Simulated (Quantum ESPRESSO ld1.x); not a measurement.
All-electron atom: I8+ in [Kr] 4d9 (the NIST ground configuration). All-electron calculation, non-relativistic Kohn-Sham, LDA (Slater exchange, Perdew-Zunger correlation), spin-polarised, spherical densities, point nucleus; open shells are filled with parallel spins first; relativity is left out, which matters for an element this heavy. Program: ld1.x of Quantum ESPRESSO 7.5. Some entries of the table are withheld. Estimate them.

orbital,occ.,eigenvalue (hartree),<1/r> (bohr^-1)
1s up,1,-1166.24,52.43
1s down,1,-1166.23,52.43
2s up,1,-179.491,12.03
2s down,1,-179.477,12.03
2p up,3,-169.025,12.05
2p down,3,-169.015,12.05
3s up,1,-39.5989,4.388
3s down,1,-39.5897,4.388
3p up,3,-35.1897,4.317
3p down,3,-35.1800,4.318
3d up,5,-26.9686,4.189
3d down,5,-26.9561,4.189
4s up,1,-10.3254,1.818
4s down,1,-10.2878,1.817
4p up,3,-8.76355,(1)
4p down,3,-8.72639,(2)
4d up,5,-6.06783,1.513
4d down,4,-6.03229,1.511

Answer. 
(1) 4p up <1/r> (bohr^-1): 1.723
(2) 4p down <1/r> (bohr^-1): 1.723
